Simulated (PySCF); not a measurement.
# Mn(2+) (manganese, charge +2): UHF calculation

Configuration: [Ar] 3d4 4s1, high-spin 6D determinant (an excited configuration). All numbers are calculated (PySCF 2.14, the non-relativistic Hamiltonian (point nucleus), in aug-cc-pVDZ (7s6p4d2f, 59 functions)).

| Item | Value |
| --- | --- |
| Total energy | -1148.818332 hartree |
| One-electron energy | -1562.3381 hartree |
| Hartree (Coulomb) energy | 463.8335 hartree |
| Exchange energy | -50.3138 hartree |
| Kinetic energy | 1148.25675 hartree |
| ⟨S²⟩ | 8.7512 |
| ⟨L²⟩ | 6.015 |
| Sum of ⟨r⟩ | 15.99 bohr |
| Sum of ⟨r²⟩ | 20.87 bohr² |
| Traceless quadrupole moment −½Σ⟨3z² − r²⟩ along its main axis | -0.301 e·bohr² |
| Density at the nucleus (Gaussians lack the cusp) | 10500 bohr⁻³ |
| Spin density at the nucleus | 6.70 bohr⁻³ |
| Langevin diamagnetic susceptibility | -16.5 ×10⁻⁶ cm³/mol |

```csv
shell,electrons,mean orbital energy (hartree),spread (hartree),"rms radius, mean of both spins (bohr)"
1s α,1,-241.53242,0,0.0713
1s β,1,-241.52477,0,0.0713
2s α,1,-30.18513,0,0.305
2s β,1,-30.05190,0,0.305
2p α,3,-25.88316,0.00029,0.274
2p β,3,-25.75604,0.03678,0.274
3s α,1,-4.94085,0,0.914
3s β,1,-4.57331,0,0.914
3p α,3,-3.61499,0.05341,0.976
3p β,3,-3.18528,0.08238,0.976
3d α,4,-1.56335,0.07104,1.15
4s α,1,-0.91815,0,2.74
```

Spin-orbit constants ζ (cm⁻¹) from the X2C one-electron operator on these orbitals (non-relativistic here): bare nucleus, nucleus screened by l(l+1)(2l+1)/3 electrons, and screened by the Breit-Pauli mean field of the electrons.

```json
{"shell": "2p", "bare": "57220", "screened nucleus": "52640", "mean field": "50510"}
{"shell": "3p", "bare": "6827", "screened nucleus": "6281", "mean field": "5982"}
{"shell": "3d", "bare": "706.9", "screened nucleus": "424.2", "mean field": "383.9"}
```

To first order the Landé constant is A = 76.77 cm⁻¹, so the lowest level has J = 1/2 and lies 0.0666 eV below the centre of the term. This holds in LS coupling only.
